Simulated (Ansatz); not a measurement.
Program: Ansatz. Geometries: PBE0-D4/def2-TZVP. ΔE: electronic, gas phase. CBS: MP2 limit from def2 TZ/QZ plus the TZ coupled-cluster correction, frozen cores. Double bonds are as drawn, so ΔE can hold a change between cis and trans. Functionals use def2-TZVPP. B3LYP here is the variant with VWN-RPA as its local correlation; programs differ in this. def2 core potentials past Kr. For I outer-core shells are correlated without core-valence functions, which leaves a few kJ/mol of doubt a bond. Each species was taken in one conformer, which may not be the lowest.

`C=C[SiH2][SiH2]F` + `O/C=C\I` → `C=C[SiH2][SiH2]O` + `F/C=C\I`  (formal exchange of groups at the Si–F bond)

(1) Is it downhill or uphill in electronic energy at CCSD(T)/CBS, and by how much? (An estimate is asked.)

(2) What do these levels give: r2SCAN-D4, PBE0-D4, PBE0, B3LYP, CCSD/def2-TZVPP, MP2/def2-QZVPP? (Best estimate.)

Largest T1 diagnostic among the species: 0.012.

## Answers

(1) Ansatz gave: Uphill: ΔE = +0.77 eV.

(2) Ansatz gave: r2SCAN-D4 0.77, PBE0-D4 0.76, PBE0 0.76, B3LYP 0.73, CCSD/def2-TZVPP 0.72, MP2/def2-QZVPP 0.81 eV.

In def2-TZVPP, CCSD(T) changes the Hartree–Fock value by +0.04 eV (the triples alone add +0.01 eV) and MP2 by +0.09 eV.
